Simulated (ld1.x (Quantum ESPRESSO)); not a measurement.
**Reading a pseudo-wave (Ti)**

Columns: radius, all-electron u(r) and pseudo u(r) of the 3d shell (level -5.10 eV) of titanium in the configuration [Ne] 3s2 3p6 3d2 4s1.5 4p0.5; LDA (PZ), scalar-relativistic, TM scheme, ld1.x (Quantum ESPRESSO) 7.5.

```json
{"r (bohr)": "0.080", "all-electron": "0.0184", "pseudo": "0.0032"}
{"r (bohr)": "0.160", "all-electron": "0.0909", "pseudo": "0.0244"}
{"r (bohr)": "0.240", "all-electron": "0.1994", "pseudo": "0.0767"}
{"r (bohr)": "0.320", "all-electron": "0.3190", "pseudo": "0.1647"}
{"r (bohr)": "0.400", "all-electron": "0.4327", "pseudo": "0.2829"}
{"r (bohr)": "0.480", "all-electron": "0.5317", "pseudo": "0.4173"}
{"r (bohr)": "0.560", "all-electron": "0.6124", "pseudo": "0.5500"}
{"r (bohr)": "0.640", "all-electron": "0.6743", "pseudo": "0.6641"}
{"r (bohr)": "0.720", "all-electron": "0.7189", "pseudo": "0.7488"}
{"r (bohr)": "0.800", "all-electron": "0.7481", "pseudo": "0.8002"}
{"r (bohr)": "0.880", "all-electron": "0.7645", "pseudo": "0.8219"}
{"r (bohr)": "0.960", "all-electron": "0.7705", "pseudo": "0.8209"}
{"r (bohr)": "1.040", "all-electron": "0.7684", "pseudo": "0.8057"}
{"r (bohr)": "1.120", "all-electron": "0.7600", "pseudo": "0.7833"}
{"r (bohr)": "1.200", "all-electron": "0.7468", "pseudo": "0.7589"}
{"r (bohr)": "1.280", "all-electron": "0.7300", "pseudo": "0.7349"}
{"r (bohr)": "1.360", "all-electron": "0.7108", "pseudo": "0.7121"}
{"r (bohr)": "1.440", "all-electron": "0.6897", "pseudo": "0.6899"}
{"r (bohr)": "1.520", "all-electron": "0.6675", "pseudo": "0.6675"}
{"r (bohr)": "1.600", "all-electron": "0.6446", "pseudo": "0.6446"}
{"r (bohr)": "1.680", "all-electron": "0.6213", "pseudo": "0.6213"}
{"r (bohr)": "1.760", "all-electron": "0.5980", "pseudo": "0.5980"}
{"r (bohr)": "1.840", "all-electron": "0.5749", "pseudo": "0.5749"}
{"r (bohr)": "1.920", "all-electron": "0.5522", "pseudo": "0.5522"}
{"r (bohr)": "2.000", "all-electron": "0.5299", "pseudo": "0.5299"}
{"r (bohr)": "2.080", "all-electron": "0.5082", "pseudo": "0.5082"}
```

How many radial nodes do the two functions have?

The all-electron 3d function has n − l − 1 = 0; the pseudo-wave has 0.

At about which radius was the pseudo-wave matched?

1.60 bohr. The columns agree to 0.0005 from 1.44 bohr on; several derivatives are matched, so the curves merge somewhat inside the radius.

Is the pseudo-wave norm-conserving?

Yes: the TM scheme keeps the norm inside the radius equal to the all-electron one, which fixes the energy derivative of the logarithmic derivative at the level.
